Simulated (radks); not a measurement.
Results of a calculation; reference values are marked as such.
Problem. Mean orbital radii <r> (bohr) of neutral arsenic, [Ar] 3d10 4s2 4p3, of relativity; Dirac values are averaged over j with weights 2j + 1. Spin-unpolarised spherical Kohn-Sham, PBE, point nucleus unless stated (finite: rms radius 4.0968 fm), a radial shooting solver on a logarithmic mesh with Libxc functionals. A level marked "c x" has the speed of light scaled by that factor and shares open shells by 2j + 1; other Dirac levels either fill j = l - 1/2 first or share by 2j + 1.

| shell | non-rel. |
|---|---|
| 1s | 0.04638 |
| 2s | 0.2067 |
| 2p | 0.1788 |
| 3s | 0.6092 |
| 3p | 0.6218 |
| 3d | 0.6751 |
| 4s | 1.973 |
| 4p | 2.559 |

Give the values at the level "Dirac, 2j+1 shares".

Solution. 
shell  Dirac, 2j+1 shares  change of magnitude (%)
1s                0.04550                    -1.91
2s                 0.2025                    -2.03
2p                 0.1771                    -0.95
3s                 0.5981                    -1.81
3p                 0.6171                    -0.77
3d                 0.6784                    +0.49
4s                  1.940                    -1.71
4p                  2.555                    -0.17
